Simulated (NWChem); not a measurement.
# GeHSCl, singlet; SMILES [SH][Ge][Cl]

```xyz
4

Ge     0.7560     0.0199    -0.0059
Cl    -0.7311     1.6375     0.0055
S     -0.7262    -1.6576    -0.0077
H      0.2388    -2.6068    -0.0147
```
Atoms are numbered in this order, from 1.

Level: PBE0/def2-SVP (NWChem), optimised geometry, unscaled harmonic frequencies. Low-valent species are run as closed-shell singlets; no triplet was tried in these runs.

Problem. List the harmonic frequencies with IR intensities, and the thermochemistry.

Solution. 
```csv
frequency (cm⁻¹),IR intensity (km/mol)
144,1.5
376,12.4
391,68.0
404,50.3
714,13.2
2698,0.6
```

```json
{
 "zero_point_energy": "6.8 kcal/mol",
 "thermal correction to the enthalpy at 298.15 K (with zero-point energy)": "10.2 kcal/mol",
 "heat capacity Cv": "13.1 cal/(mol K)",
 "entropy at 298.15 K and 1 atm (symmetry number 1)": "73.4 cal/(mol K)",
 "dipole_moment": "2.58 D"
}
```

Rigid rotor and harmonic oscillator.
